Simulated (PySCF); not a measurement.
## SMILES C=C[C@@H]1C=C(F)[C@@H]1Cl, C6H6ClF

Molfile (atoms numbered from 1):
```
C6H6ClF
     RDKit          3D

 14 14  0  0  0  0  0  0  0  0999 V2000
    2.1629   -1.0521    0.1832 C   0  0  0  0  0  0  0  0  0  0  0  0
    0.8785   -0.8121    0.3692 C   0  0  0  0  0  0  0  0  0  0  0  0
    0.2034    0.4501   -0.0474 C   0  0  2  0  0  0  0  0  0  0  0  0
   -0.7900    1.0159    0.9528 C   0  0  0  0  0  0  0  0  0  0  0  0
   -1.8229    0.8162    0.1447 C   0  0  0  0  0  0  0  0  0  0  0  0
   -3.1298    1.0485    0.2317 F   0  0  0  0  0  0  0  0  0  0  0  0
   -1.0307    0.2806   -1.0037 C   0  0  2  0  0  0  0  0  0  0  0  0
   -1.4040   -1.3780   -1.5196 Cl  0  0  0  0  0  0  0  0  0  0  0  0
    2.8127   -0.3370   -0.2948 H   0  0  0  0  0  0  0  0  0  0  0  0
    2.6169   -1.9755    0.4974 H   0  0  0  0  0  0  0  0  0  0  0  0
    0.2405   -1.5403    0.8494 H   0  0  0  0  0  0  0  0  0  0  0  0
    0.9328    1.1707   -0.4229 H   0  0  0  0  0  0  0  0  0  0  0  0
   -0.6606    1.4141    1.9392 H   0  0  0  0  0  0  0  0  0  0  0  0
   -1.0104    0.8986   -1.9014 H   0  0  0  0  0  0  0  0  0  0  0  0
  1  2  2  0
  2  3  1  0
  3  4  1  0
  4  5  2  0
  5  6  1  0
  5  7  1  0
  7  8  1  0
  7  3  1  0
  1  9  1  0
  1 10  1  0
  2 11  1  0
  3 12  1  6
  4 13  1  0
  7 14  1  6
M  END
```

Theory: PySCF 2.14.0, TDDFT PBE0/def2-SVPD circular dichroism and optical rotation, one conformer, gas phase. Geometry: GFN2-xTB.

The molecule is flexible and this is one conformer; a measurement averages over conformers. States above about 7.7 eV (minus the energy of the highest occupied orbital) lie near or above the ionisation threshold and depend on the basis. Singlets 8 and 9 lie within 0.01 eV of each other, so their separate moments and overlaps can depend on how they mix.

Stereocentres: C3 R, C7 R.

Task: Give the optical rotatory dispersion at 633, 589.3, 546, 436, 405, 365, 355 nm.

Result: [α] in deg dm⁻¹ (g/mL)⁻¹:
```
λ (nm)  origin-invariant length gauge  modified velocity gauge  length gauge (centre of mass)  isotropic polarisability (au)
   633                         +107.7                   +114.0                         +110.9                           85.2
 589.3                         +127.4                   +134.7                         +131.2                           85.6
   546                         +153.1                   +161.6                         +157.6                           86.0
   436                         +273.0                   +285.8                         +280.4                           87.9
   405                         +335.1                   +349.5                         +343.8                           88.8
   365                         +455.4                   +472.1                         +466.6                           90.4
   355                         +496.4                   +513.6                         +508.3                           90.9
```

Task: And for the mirror image at 589.3 nm?

Result: -127.4 deg dm⁻¹ (g/mL)⁻¹ (origin-invariant length gauge): the same size and the opposite sign.

Task: What is the molar rotation [Φ] = [α]·M/100 of the geometry above at 589.3 nm?

Result: With M = 132.56 g/mol, +168.9 deg cm² dmol⁻¹ (origin-invariant length gauge).

The first excitation lies at 6.11 eV (203 nm) with R = -0.9 × 10⁻⁴⁰ esu² cm² (velocity form).
